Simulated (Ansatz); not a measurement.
Compare A (`B/N=C(/O)[SiH3]`) with its isomer B (`B[Si]1(O)CN1`).

Isolated molecules relaxed with PBE0-D4/def2-TZVP in Ansatz; ΔE leaves out vibrations. CBS: MP2 limit from def2 TZ/QZ plus the TZ coupled-cluster correction, frozen cores. Functionals use def2-TZVPP. One conformer a species, not always the lowest.

Q: Which is lower in electronic energy at CCSD(T)/CBS, and by how much? (Estimate.)

A: Computed: A, by 7.5 kcal/mol.

Q: Give E(B) − E(A) in kcal/mol with ωB97M-V, HF/def2-TZVPP, PBE-D4, r2SCAN-D4, PBE0-D4, CCSD(T)/def2-TZVPP, B2PLYP. (An estimate is asked.)

A: Computed: ωB97M-V 9.5, HF/def2-TZVPP 12.2, PBE-D4 12.5, r2SCAN-D4 10.4, PBE0-D4 9.4, CCSD(T)/def2-TZVPP 9.4, B2PLYP 12.1. None reverses the order clearly.

Q: Does the order hold for the free energy at 298.15 K (harmonic terms from PBE0-D4)? (An estimate is asked.)

A: Ansatz gave: Yes: G(B) − G(A) = +11.0 kcal/mol, for one conformer each.

Largest T1 diagnostic: 0.015.

From PBE to PBE0 (25 % exact exchange), in def2-TZVPP and without D4, E(B) − E(A) moves by −3.1 kcal/mol. In def2-TZVPP, CCSD(T) changes the Hartree–Fock value by −2.8 kcal/mol (the triples alone add +1.0 kcal/mol) and MP2 by −4.6 kcal/mol.
